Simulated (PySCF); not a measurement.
C4H7N3Si.
Bonds: C1–C2 (double), C2–C3, C3–N4 (aromatic), N4–N5 (aromatic), N5–N6 (aromatic), N6–C7 (aromatic), C7–Si8, C3–C7 (aromatic). Hydrogens: H9, H10 on C1; H11 on C2; H12 on N5; H13, H14, H15 on Si8.

The same species was optimised twice, with GFN2-xTB and with PBE0-D3(BJ)/def2-SVP (PySCF), and the same property calculations (PySCF, gas phase) were run on both structures.

```tsv
coordinate	GFN2-xTB	PBE0-D3(BJ)/def2-SVP	change
C2–C3 (Å)	1.443	1.457	+0.014
N6–C7 (Å)	1.327	1.338	+0.011
C1=C2 (Å)	1.327	1.337	+0.010
N5–N6 (Å)	1.314	1.310	-0.004
C3–N4 (Å)	1.331	1.335	+0.004
N4–N5 (Å)	1.313	1.310	-0.003
C3–C7 (Å)	1.422	1.424	+0.002
C7–Si8 (Å)	1.872	1.873	+0.001
N4–N5–N6 (°)	115.4	117.1	+1.7
N5–N6–C7 (°)	105.2	103.9	-1.3
C1–C2–C3 (°)	123.7	124.9	+1.2
C2–C3–N4 (°)	124.6	123.6	-1.0
C2–C3–C7 (°)	127.5	128.4	+0.9
C3–N4–N5 (°)	104.4	103.6	-0.8
N6–C7–Si8 (°)	122.1	121.6	-0.5
C3–C7–N6 (°)	107.1	107.3	+0.2
C1–C2–C3–N4 (°)	-1	0	+1
```

Rotational constants: A = 2390, B = 1524, C = 940.5 MHz (GFN2-xTB) against A = 2386, B = 1496, C = 929.6 MHz (PBE0-D3(BJ)/def2-SVP).

On the GFN2-xTB structure: lowest singlet, TDDFT (eV) 5.35 [PBE0/def2-SVPD]; lowest triplet, Tamm–Dancoff (eV) 3.38 [PBE0/def2-SVPD]; isotropic polarisability (au) 95.7 [PBE0/def2-SVPD]; HOMO (eV) -7.02 [PBE0/def2-SVPD]; LUMO (eV) -1.11 [PBE0/def2-SVPD]; dipole (D) 0.36 [PBE0/def2-SVPD]; HOMO (eV) -7.00 [PBE0/pcSseg-1]; LUMO (eV) -1.01 [PBE0/pcSseg-1]; dipole (D) 0.32 [PBE0/pcSseg-1]; GIAO shielding of C1 (ppm) 61.5 [PBE0/pcSseg-1]; GIAO shielding of C2 (ppm) 54.4 [PBE0/pcSseg-1]; GIAO shielding of C3 (ppm) 29.5 [PBE0/pcSseg-1]; GIAO shielding of N4 (ppm) -82.9 [PBE0/pcSseg-1]; GIAO shielding of N5 (ppm) -1.1 [PBE0/pcSseg-1]; GIAO shielding of N6 (ppm) -112.2 [PBE0/pcSseg-1]; GIAO shielding of C7 (ppm) 46.6 [PBE0/pcSseg-1]; GIAO shielding of Si8 (ppm) 434.9 [PBE0/pcSseg-1].

Q: What do these properties become on the PBE0-D3(BJ)/def2-SVP structure?

A: 
| property | level | on GFN2-xTB | on PBE0-D3(BJ)/def2-SVP | change |
| --- | --- | --- | --- | --- |
| lowest singlet, TDDFT (eV) | PBE0/def2-SVPD | 5.35 | 5.34 | -0.01 |
| lowest triplet, Tamm–Dancoff (eV) | PBE0/def2-SVPD | 3.38 | 3.37 | -0.01 |
| isotropic polarisability (au) | PBE0/def2-SVPD | 95.7 | 97.5 | +1.8 |
| HOMO (eV) | PBE0/def2-SVPD | -7.02 | -7.06 | -0.04 |
| LUMO (eV) | PBE0/def2-SVPD | -1.11 | -1.14 | -0.03 |
| dipole (D) | PBE0/def2-SVPD | 0.36 | 0.58 | +0.22 |
| energy, GFN2-xTB geometry as zero (kcal/mol) | PBE0/def2-SVPD | 0.0 | -1.4 | -1.4 |
| HOMO (eV) | PBE0/pcSseg-1 | -7.00 | -7.04 | -0.04 |
| LUMO (eV) | PBE0/pcSseg-1 | -1.01 | -1.05 | -0.04 |
| dipole (D) | PBE0/pcSseg-1 | 0.32 | 0.55 | +0.23 |
| energy, GFN2-xTB geometry as zero (kcal/mol) | PBE0/pcSseg-1 | 0.0 | -1.1 | -1.1 |
| GIAO shielding of C1 (ppm) | PBE0/pcSseg-1 | 61.5 | 58.5 | -3.0 |
| GIAO shielding of C2 (ppm) | PBE0/pcSseg-1 | 54.4 | 51.9 | -2.5 |
| GIAO shielding of C3 (ppm) | PBE0/pcSseg-1 | 29.5 | 28.4 | -1.1 |
| GIAO shielding of N4 (ppm) | PBE0/pcSseg-1 | -82.9 | -81.8 | +1.1 |
| GIAO shielding of N5 (ppm) | PBE0/pcSseg-1 | -1.1 | -2.3 | -1.2 |
| GIAO shielding of N6 (ppm) | PBE0/pcSseg-1 | -112.2 | -110.9 | +1.3 |
| GIAO shielding of C7 (ppm) | PBE0/pcSseg-1 | 46.6 | 45.6 | -1.0 |
| GIAO shielding of Si8 (ppm) | PBE0/pcSseg-1 | 434.9 | 432.6 | -2.3 |

The heavy atoms differ by 0.017 Å rms after alignment. Among bonds between heavy atoms C2–C3 changes most (+0.014 Å). Changes are differences of the printed values. Neither structure is proved a minimum here.

Conformer computed: `[CH2:1]=[CH:2][c:3]1[n:4][nH:5][n:6][c:7]1[SiH3:8]`: C1–C2–C3–N4 0°.
